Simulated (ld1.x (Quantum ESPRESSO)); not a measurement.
**Ho, PAW: configuration errors across variants**

Ho, PAW, made with ld1.x (Quantum ESPRESSO) 7.5 (PBEsol, fully relativistic). Core [Kr] 4d10, reference 4f11 5s2 5p6 5d0 6s1.5 6p0.5. Waves: 5s (bound): rcut 1.80, rcutus 1.90 bohr; 6s (bound): rcut 1.80, rcutus 1.90 bohr; 5p (bound): rcut 2.10, rcutus 2.55 bohr; 6p (bound): rcut 2.10, rcutus 2.55 bohr; 5d (bound, empty): rcut 1.65, rcutus 2.25 bohr; 5d channel at 0.45 Ry: rcut 1.65, rcutus 2.25 bohr; 4f (bound): rcut 0.95, rcutus 1.25 bohr; 4f channel at 0.3 Ry: rcut 0.95, rcutus 1.25 bohr. Local part: all-electron potential smoothed inside 1.60 bohr (lloc = -1). Core correction: Bessel-smoothed model core inside 0.85 bohr. Augmentation charge: PSQ, inside the norm-conserving radii.

Open shells are filled in proportion to 2j + 1 (rel_dist='average').

All-electron excitation energies from the reference (eV): (1) 4f11 5s2 5p6 5d0 6s2 6p0 -1.352; (2) 4f11 5s2 5p6 5d0 6s1 6p0 4.974; (3) 4f11 5s2 5p6 5d0 6s0 6p0 16.672; (4) 4f11 5s2 5p6 5d1 6s1 6p0 1.437.

5 further variants failed, have other tests or another functional or relativity, and are left out.

Errors AE − PS in meV (a dash: test not solved or not reliable):

```tsv
change	(1)	(2)	(3)	(4)	bound ghosts
base	0.0	0.0	-0.5	-0.3	not determined
core correction Bessel-smoothed model core inside 1.40 bohr	0.0	0.0	-0.5	-0.4	not determined
waves 5d (bound): rcut 1.62, rcutus 1.72 bohr; 5d channel at 0.45 Ry: rcut 1.62, rcutus 1.72 bohr	0.0	0.0	-0.5	-0.3	not determined
augmentation BESSEL, radius 0.90 bohr	+0.4	+4.2	+7.1	+6.4	not determined
waves 4f (bound): rcut 0.95, rcutus 1.56 bohr; 4f channel at 0.3 Ry: rcut 0.95, rcutus 1.56 bohr	-0.1	-0.1	-0.9	-0.6	not determined
wave 4f channel at 0.3 Ry: rcut 0.95, rcutus 1.25 bohr becomes 4f channel at 0.84 Ry: rcut 0.95, rcutus 1.25 bohr	0.0	-0.1	-0.5	-0.3	not determined
```

Task: Give the same row for: local potential all-electron potential smoothed inside 1.70 bohr (lloc = -1).

Result: 0.0, 0.0, -0.7, -0.5; bound ghosts: not determined.
